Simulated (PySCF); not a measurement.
C3H5NOSi. Atoms are numbered in the order given.

```xyz
11

N      0.0496     3.2597     0.0000
C      0.3492     2.1395     0.0000
C      0.6721     0.7230     0.0000
Si    -0.8717    -0.3906     0.0000
C     -0.1548    -2.1891     0.0000
O      1.0435    -2.3634     0.0000
H      1.2807     0.4674    -0.8830
H      1.2807     0.4674     0.8830
H     -1.7003    -0.1720     1.2176
H     -1.7003    -0.1720    -1.2176
H     -0.8517    -3.0742     0.0000
```

The structure is a stationary point at B3LYP-D3(BJ)/def2-SVP. This is a generated structure with no PubChem entry under its InChIKey; it may be hypothetical. One conformer was computed; it need not be the lowest.

The numbers are results of PBE/def2-TZVP in PySCF, not measurements.

Isolated molecule, no solvent.

Computed frontier levels, gap, dipole moment and polarisability:
The highest occupied level comes out as -6.15 eV and the lowest empty level is -3.31 eV. The orbital gap comes out as 2.84 eV. The dipole moment is 3.65 D, the quadrupole, principal values (traceless, Buckingham form, about the centre of nuclear charge) is -20.79, 10.26, 10.53 D·Å and the mean static polarisability comes out as 70.6 bohr³ (10.46 Å³). The polarisability, principal values is 50.5, 66.2, 95.0 bohr³.
